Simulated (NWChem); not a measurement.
System: SiSH cation, singlet; SMILES [Si]=[SH+]

Here is an NWChem input.

```
start job
memory heap 200 mb stack 900 mb global 1100 mb
charge 1
geometry units angstroms noautosym nocenter noautoz
  Si    -0.035020    -1.096126     0.000000
  S      0.106931     0.964392     0.000000
  H     -1.259293     1.042319     0.000000
end
basis spherical
  * library 6-31g*
end
dft
  xc m06-2x
  iterations 150
end
cosmo
  do_cosmo_smd true
  solvent propnol2
end
task dft energy
```

Low-valent species are run as closed-shell singlets; no triplet was tried in these runs. Structure relaxed at the PBE0/def2-SVP level. Solvent: 2-propanol.

Level: M06-2X/6-31G* with SMD (1 M gas to 1 M solution), gas-phase geometry. Reactions with the solvent are ignored.

**Question.** Give the results of this calculation. (M06-2X/6-31G* (spherical d), SMD on the gas-phase geometry.) Quantities: solvation free energy (kcal/mol); cavity-dispersion-structure term (kcal/mol).

**Answer.** 
```yaml
solvation free energy (kcal/mol): -62.3
cavity-dispersion-structure term (kcal/mol): -1.9
```
